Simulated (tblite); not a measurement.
C₆H₆NOP.
Numbering: `[CH3:1][C:2](=[O:3])[c:4]1[cH:5][n:6][cH:7][p:8][cH:9]1` (hydrogens: H10, H11, H12 on C1; H13 on C5; H14 on C7; H15 on C9)

Structure used (GFN2-xTB), in Å, numbered top down from 1:
```
atom  x, y, z in Å
C1     2.2765    0.5286    0.4529
C2     1.4134   -0.5872   -0.0750
O3     1.8819   -1.6420   -0.4349
C4    -0.0610   -0.3403   -0.1386
C5    -0.6305    0.8849    0.2152
N6    -1.9190    1.1629    0.1847
C7    -2.8188    0.2919   -0.1986
P8    -2.5767   -1.3546   -0.7411
C9    -0.8517   -1.3959   -0.5766
H10    3.3120    0.1979    0.4683
H11    2.1886    1.4044   -0.1867
H12    1.9690    0.7999    1.4602
H13   -0.0144    1.7089    0.5486
H14   -3.8393    0.6630   -0.1664
H15   -0.3344   -2.3146   -0.8340
```

Computed with GFN2-xTB (tblite): harmonic, unscaled wavenumbers at the GFN2-xTB geometry, gas phase. Against measured fundamentals such values can be off by several per cent, at times by over 20. One conformer, not necessarily the lowest. The optimisation stopped once no atom felt more than 0.01 eV/Å.

Lowest wavenumbers of the output (negative numbers stand for imaginary wavenumbers):
```
mode    cm-1
  1     -31.5
  2     106.2
  3     178.2
  4     202.9
  5     204.4
  6     333.8
  7     343.6
  8     433.3
  9     454.3
 10     558.5
 11     559.3
 12     646.1
 13     679.0
 14     770.5
 15     808.4
```

**Question.** Is this structure a minimum?

**Answer.** Not by this Hessian. 1 mode is imaginary beyond 20i (32i cm⁻¹), so at this level the point lies at or near a first-order saddle. The curvature is small, so loose convergence or finite differences may be the whole cause.

**Question.** Which atoms move in the imaginary mode?

**Answer.** 32i: C1 (methyl carbon next to a carbonyl) 30 %, O3 (ketone oxygen) 28 %. These are shares of the mass-weighted motion.

**Question.** What is the remedy?

**Answer.** Step along that mode in both directions, optimise again with tighter thresholds and repeat the frequencies. The zero-point energy of this point (66.4 kcal/mol) counts the 38 real modes alone, and thermal corrections from it aren't those of a minimum.
